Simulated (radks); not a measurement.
The numbers below are computed, except where a source is named.
Re+, configuration [Xe] 4f14 5d5 6s1.

Level of theory: Dirac Kohn-Sham, PBE, spin-unpolarised, spherical densities, point nucleus; open shells are shared between the two j in proportion to 2j + 1 (a radial shooting solver on a logarithmic mesh with Libxc functionals).

Energy parts (hartree):
part                       energy
total                 -16717.4376
kinetic                18910.2425
electron-nucleus      -41807.4599
Hartree                 6512.4950
exchange-correlation    -332.7152

Orbitals (lengths in bohr, moments of r in powers of bohr; r(90%) holds 90 % of the orbital's charge):
| orbital | occ. | eigenvalue (hartree) | r(90%) | <r^4> |
|---|---|---|---|---|
| 1s1/2 | 2 | -2630.187 | 0.0329 | 5.455e-07 |
| 2s1/2 | 2 | -455.9266 | 0.118 | 0.00008120 |
| 2p1/2 | 2 | -436.2096 | 0.104 | 0.00004880 |
| 2p3/2 | 4 | -383.2956 | 0.115 | 0.00007195 |
| 3s1/2 | 2 | -105.7659 | 0.290 | 0.002990 |
| 3p1/2 | 2 | -96.97837 | 0.281 | 0.002634 |
| 3p3/2 | 4 | -85.48708 | 0.302 | 0.003510 |
| 3d3/2 | 4 | -70.75511 | 0.275 | 0.002372 |
| 3d5/2 | 6 | -68.26120 | 0.281 | 0.002588 |
| 4s1/2 | 2 | -22.29688 | 0.633 | 0.06974 |
| 4p1/2 | 2 | -18.63255 | 0.647 | 0.07590 |
| 4p3/2 | 4 | -15.95189 | 0.695 | 0.1011 |
| 4d3/2 | 4 | -9.94316 | 0.739 | 0.1282 |
| 4d5/2 | 6 | -9.44794 | 0.756 | 0.1403 |
| 5s1/2 | 2 | -3.41096 | 1.49 | 2.146 |
| 5p1/2 | 2 | -2.30497 | 1.66 | 3.289 |
| 5p3/2 | 4 | -1.90197 | 1.81 | 4.684 |
| 4f5/2 | 6 | -1.88687 | 0.947 | 0.3895 |
| 4f7/2 | 8 | -1.79458 | 0.963 | 0.4177 |
| 5d3/2 | 2 | -0.49629 | 2.85 | 29.09 |
| 6s1/2 | 1 | -0.46613 | 4.19 | 132.0 |
| 5d5/2 | 3 | -0.46217 | 2.96 | 34.17 |

The highest occupied level is 5d5/2 at -12.576 eV. For comparison, the ionisation energy in NIST's Atomic Spectra Database is 16.6 eV (semi-empirical). In exact Kohn-Sham theory the highest level is minus the ionisation energy, but local and semilocal functionals leave it too shallow, through self-interaction and a potential that decays too fast; potentials with the right tail come closer. The density falls to 0.001 e/bohr^3 at r = 4.24 bohr. Summed over all electrons, <r^2> = 53.59 bohr^2, which gives a Langevin (diamagnetic) susceptibility term of -42.4 x 10^-6 cm^3/mol.

Beside tabulated values, note that spin-unpolarised runs miss the spin-polarisation part of the exchange energy of open shells.
